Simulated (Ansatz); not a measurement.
Pulling the pair apart

The pair of HCN (SMILES C#N, atoms 1–3) and GeH$_{4}$ (SMILES [GeH4], atoms 4–8), both closed shells, in one local arrangement (a lower one may exist), relaxed at PBE0-D4/def2-TZVP:

C1  (-0.090, 0.396, -2.866)
N2  (-0.050, 0.351, -1.722)
H3  (-0.128, 0.438, -3.933)
Ge4  (0.053, -0.234, 1.693)
H5  (-1.328, -0.625, 1.156)
H6  (1.141, -1.062, 1.000)
H7  (0.098, -0.523, 3.205)
H8  (0.304, 1.261, 1.467)
(Å)

GeH$_{4}$ is shifted rigidly along the line between the mean atom positions of the two fragments (negative: closer). Counterpoise interaction energies in kJ/mol. Ansatz 0.2.0; basis: def2-TZVPPD; cores frozen in the correlated methods. Filled d shells of the heavier atoms are correlated. The def2 sets are not built for correlating such inner shells, so the correlated values are less sure here.

```
shift (Å)  r2SCAN-D4  PBE0-D4  PBE-D4
    -0.35       -1.9     -3.0    -3.0
    -0.17       -3.6     -4.6    -4.7
     0.00       -4.1     -5.1    -5.2
     0.17       -4.0     -4.9    -5.0
     0.42       -3.4     -4.2    -4.3
     0.87       -2.3     -2.7    -2.8
     1.73       -0.9     -0.9    -0.9
     3.47       -0.1      0.0     0.1
```

At the largest shift the D4 term itself is slightly repulsive (PBE0-D4 +1.4 meV, PBE-D4 +1.9 meV): a quirk of that model, not of the functional.

Task: What does CCSD(T) give at these shifts? (An estimate is asked for; the value comes from the calculation.)

Result: By the calculation: -2.2, -4.1, -4.7, -4.6, -4.0, -2.6, -1.0, -0.2 kJ/mol. For zero shift, CCSD(T) at an estimated basis limit (MP2 extrapolated from triple and quadruple zeta, plus CCSD(T) − MP2 in triple zeta) gives -5.1 kJ/mol. These are counterpoise interaction energies, counted from the two frozen fragments.

The T1 diagnostic stays at or below 0.013.

For scale, one of the runs: CCSD(T)/def2-TZVPPD, 213 basis functions, launched by `ansatz run in.yaml --threads 4 --pin off --events-out ev --progress --plain --max-ram 9574MiB`. Hardware: 4 CPU threads of an Intel Xeon Platinum 8259CL, shared host. Wall time 47 s; peak host memory 3 GiB.
